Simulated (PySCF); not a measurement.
CdHF, SMILES [F][CdH]. Atoms are numbered in the order given.

```xyz
3

Cd     0.0000     0.0000    -0.2754
H      0.0000     0.0000    -1.9104
F      0.0000     0.0000     1.6810
```
Charge 0, spin multiplicity 1.

Coordinates come from a B3LYP-D3(BJ)/def2-TZVPD optimisation. The def2 effective core potentials stand for the cores of Cd; spin–orbit coupling is left out.

Computed with r2SCAN/def2-TZVPD (PySCF).

```json
{
 "total_energy": "-268.27927 hartree",
 "point_group": "C∞v",
 "highest_occupied_level": "-8.10 eV",
 "lowest_empty_level": "-1.52 eV",
 "orbital_gap": "6.58 eV",
 "dipole_moment": "2.71 D",
 "quadrupole, principal values (traceless, Buckingham form, about the centre of nuclear charge)": "-10.09, 5.05, 5.05 D·Å",
 "mean_static_polarisability": "31.4 bohr³ (4.65 Å³)",
 "polarisability_principal_values": "27.0, 27.0, 40.0 bohr³"
}
```
